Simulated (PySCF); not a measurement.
## Broadened absorption spectrum of C5H7F3

C5H7F3.
Atom-mapped SMILES: `[CH2:1]=[CH:2][C:3]([F:4])([CH2:5][F:6])[CH2:7][F:8]` (hydrogens: H9, H10 on C1; H11 on C2; H12, H13 on C5; H14, H15 on C7)

Computed, not measured: PySCF 2.14.0, density-fitted response routines, TDDFT B3LYP/def2-SVPD, vertical, gas phase, core orbitals frozen in the response. Geometry: PBE0-D3(BJ)/def2-SVP, one conformer, isolated molecule. Torsions of this conformer, `[CH2:1]=[CH:2][C:3]([F:4])([CH2:5][F:6])[CH2:7][F:8]`: C1–C2–C3–F4 -8°, C2–C3–C5–F6 -60°, C2–C3–C7–F8 173°.

Broadening: Gaussians 0.4 eV wide at half height, area fixed by f = 4.319×10⁻⁹ ∫ε dν̃. The width is an assumption, not a result. The curve ends short of the highest state used, and states not computed would add to its high-energy end.

E (eV), ε (L mol⁻¹ cm⁻¹) and a bar:
```
     6.52         41 
     6.55         75 
     6.57        111 
     6.60        194 
     6.62        277 
     6.65        459 #
     6.67        632 #
     6.70        995 #
     6.73       1519 ##
     6.75       1978 ###
     6.78       2867 ####
     6.80       3608 #####
     6.83       4964 #######
     6.85       6036 ########
     6.88       7889 ##########
     6.90       9271 ############
     6.93      11513 ###############
     6.96      13866 ##################
     6.98      15435 ####################
     7.01      17678 #######################
     7.03      19033 #########################
     7.06      20745 ###########################
     7.08      21618 #############################
     7.11      22453 ##############################
     7.13      22670 ##############################
     7.16      22478 ##############################
     7.18      22021 #############################
     7.21      20901 ############################
     7.24      19356 ##########################
     7.26      18154 ########################
     7.29      16196 #####################
     7.31      14842 ####################
     7.34      12823 #################
     7.36      11526 ###############
     7.39       9702 #############
     7.41       8588 ###########
     7.44       7088 #########
     7.47       5798 ########
     7.49       5052 #######
     7.52       4096 #####
     7.54       3560 #####
     7.57       2895 ####
     7.59       2536 ###
     7.62       2114 ###
```

Question: Locate the maxima and give the states behind the curve.

Answer: 174 nm (7.14 eV), ε about 23000, made up of S1 (94%) (ε in L mol⁻¹ cm⁻¹; maxima over ε = 5, shares over 10%). The states used: S1 7.12 eV (f 0.318); S2 7.37 eV (f 0.049); S3 7.52 eV (f 0.0052); S4 7.82 eV (f 0.0095); S5 8.07 eV (f 0.044); S6 8.22 eV (f 0.056).

Question: Coming from long wavelengths, where does ε first pass 100 L mol⁻¹ cm⁻¹?

Answer: At about 189 nm (6.56 eV), 0.56 eV below S1.

Question: What would ε be at 7.14 eV, the highest of these maxima, with half the width (0.2 eV)?

Answer: About 42000 L mol⁻¹ cm⁻¹ against 22700, a factor of about 1.9; a lone state at its own centre would give exactly 2.

Time: 73 s wall. Hardware: one thread of an Arm Neoverse N1, shared host.
